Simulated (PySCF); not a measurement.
Compound: C₃H₁₂N₂SSi.
Geometry (GFN2-xTB, Å), atoms numbered from 1 in this order:
```
atom  x, y, z in Å
C1    -1.0315    0.9075    0.8823
C2    -0.3813   -0.1442   -0.0163
C3    -1.2962   -0.5372   -1.1973
N4    -2.5028   -1.2575   -0.8505
N5     0.8880    0.3141   -0.5350
Si6    2.3670    0.0999    0.2923
S7     3.8820    0.9281   -0.9849
H8    -0.3556    1.1677    1.6934
H9    -1.9568    0.5332    1.3139
H10   -1.2509    1.8074    0.3104
H11   -0.1725   -1.0396    0.5806
H12   -0.7171   -1.1668   -1.8786
H13   -1.5904    0.3668   -1.7391
H14   -2.2751   -2.1117   -0.3528
H15   -3.0971   -0.6962   -0.2504
H16    0.7753    1.1115   -1.1459
H17    2.5836   -1.3363    0.4352
H18    2.5771    0.8045    1.5553
H19    3.5445    0.2578   -2.0745
```

Level of theory: PySCF, TDDFT CAM-B3LYP/def2-SVPD, vertical, gas phase, core orbitals frozen in the response.

Kohn–Sham orbitals with the atoms that hold most of them (Löwdin shares over 4%, at most four atoms; ? is withheld):

```csv
orbital,ε (eV),atoms
LUMO+2,1.53,"S7 29%, Si6 12%, H16 11%, H17 8%"
LUMO+1,1.03,"Si6 18%, S7 13%, C1 11%, C3 8%"
LUMO,0.93,?
HOMO,-8.13,?
HOMO-1,-8.65,"S7 68%, Si6 10%, H19 6%, N5 6%"
HOMO-2,-9.02,"N4 28%, N5 26%, S7 13%, Si6 6%"
HOMO-3,-10.38,"S7 60%, Si6 17%, H17 7%, H19 5%"
```

Which atoms hold the LUMO, and with what shares?

S7 (bonded to Si and H) 38%; Si6 (bonded to N, S and 2 H) 19%; H19 (bonded to S) 11%; H18 (bonded to Si) 8%. By element: sulfur 38%, silicon 19%, hydrogen 19% or more.

Which atoms hold the HOMO, and with what shares?

N4 (bonded to C and 2 H) 31%; N5 (bonded to C, Si and H) 27%; C2 (bonded to 2 C, N and H) 9%; C3 (bonded to C, N and 2 H) 8%. By element: nitrogen 58%, carbon 17% or more.

The HOMO–LUMO gap is 9.06 eV. Where does the response calculation put the lowest singlet, and from which orbitals?

S1 is at 6.13 eV (f = 0.0003), 2.93 eV below the gap, made of HOMO→LUMO+1 (50%), HOMO→LUMO (25%). Its leading pair isn't HOMO and LUMO; the energies of that pair differ by 9.15 eV. Without the coupling terms of the response equations the lowest excitation would equal the gap.

Next come S2 at 6.22 eV (f 0.027), HOMO-1→LUMO (56%), HOMO-1→LUMO+1 (16%); S3 at 6.32 eV (f 0.018), HOMO→LUMO+3 (26%), HOMO→LUMO (21%), HOMO→LUMO+1 (15%); S4 at 6.49 eV (f 0.021), HOMO→LUMO+3 (22%), HOMO→LUMO (20%), HOMO-2→LUMO+1 (16%); S5 at 6.58 eV (f 0.017), HOMO-1→LUMO (27%), HOMO-1→LUMO+3 (20%), HOMO-1→LUMO+1 (12%).

One conformer stands for the species.

Without π bonds the low states are Rydberg-like; a valence basis with one diffuse set may place them up to an eV too high.
